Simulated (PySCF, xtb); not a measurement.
cyclohexane (C₆H₁₂), SMILES C1CCCCC1. One conformer was computed; it need not be the lowest.

Harmonic wavenumbers (cm⁻¹) from GFN2-xTB (xtb 6.7.1) at its own minimum, in rising order: 232, 232, 376, 419, 419, 540, 823, 823, 869, 932, 932, 938, 938, 1013, 1064, 1096, 1097, 1125, 1161, 1179, 1249, 1249, 1252, 1252, 1332, 1350, 1350, 1350, 1360, 1360, 1485, 1485, 1494, 1494, 1496, 1510, 2958, 2958, 2959, 2965, 2966, 2968, 2976, 2977, 2982, 2983, 2985, 2986.

Q: What does PBE0-D3(BJ)/def2-SVP (PySCF) give at its own minimum? (Estimate from the structure and the level; the computed values follow.)

A: 239, 239, 389, 434, 434, 521, 796, 796, 830, 891, 891, 916, 916, 1045, 1057, 1057, 1068, 1118, 1148, 1176, 1277, 1277, 1293, 1293, 1329, 1376, 1376, 1383, 1387, 1387, 1450, 1450, 1461, 1461, 1462, 1482, 3038, 3038, 3040, 3041, 3041, 3043, 3102, 3102, 3103, 3105, 3105, 3110. Paired by order, the mean absolute difference is 44 cm⁻¹ and the zero-point energies are 105.7 and 107.2 kcal/mol.
